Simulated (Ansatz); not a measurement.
# One molecule, several partners

HCl beside different partners, each pair relaxed from a docking trial to one local arrangement, named by its closest contact against the van der Waals radii; a more strongly bound one may exist. Pairs that react, share a proton or have a doubtful reference are left out. Counterpoise interaction energies from the frozen fragments; negative means bound. Gas-phase electronic energies, without zero-point energy, by CCSD(T) at an estimated basis limit (MP2 extrapolated from triple and quadruple zeta, plus CCSD(T) − MP2 in triple zeta); Ansatz 0.2.0, def2-TZVPPD and QZVPPD, frozen cores, core potentials past krypton, on PBE0-D4/def2-TZVP structures. Extrapolation: Hartree–Fock as exp(−7.88 √X), correlation as X^−2.97.

```tsv
partner	closest contact, atom of HCl first (Å)	interaction energy (kJ/mol)
CH₃Cl (SMILES CCl)	H···Cl 2.32	?
CH₂O (SMILES C=O)	H···O 1.81	-23.2
H₂O	H···O 1.81	-22.6
Si₄H₁₀O₄ (SMILES [SiH3]O[Si](O)(O[SiH3])O[SiH3])	H···O 1.90	-24.8
H₂Te	H···Te 2.68	-12.1
GeH₄	H···H 2.06	-4.3
```

Problem. What is the interaction energy with CH₃Cl (SMILES CCl)? (To be estimated.)

Solution. Computed: -14.3 kJ/mol. It counts from the two fragments frozen as in the pair.

Problem. Which of these pairs would not bind at these structures without electron correlation? (A judgement: the text doesn't fix the answer.)

Solution. The calculation gives: H₂Te, GeH₄: the Hartree–Fock interaction is repulsive at this distance, so correlation does the binding there; at its own, longer distance Hartree–Fock may still bind a polar pair.

The T1 diagnostic stays at or below 0.016. The filled d shells of Ge, Te are correlated in sets not built for that, so values that involve them are less sure.

For scale, one of the runs: CCSD(T)/def2-TZVPPD, 590 basis functions (an equivalent command: `ansatz run in.yaml --threads 10 --backend cuda`). Hardware: 10 CPU threads and one NVIDIA H100, shared host. Wall time 46 s; peak host memory 1.1 GiB.
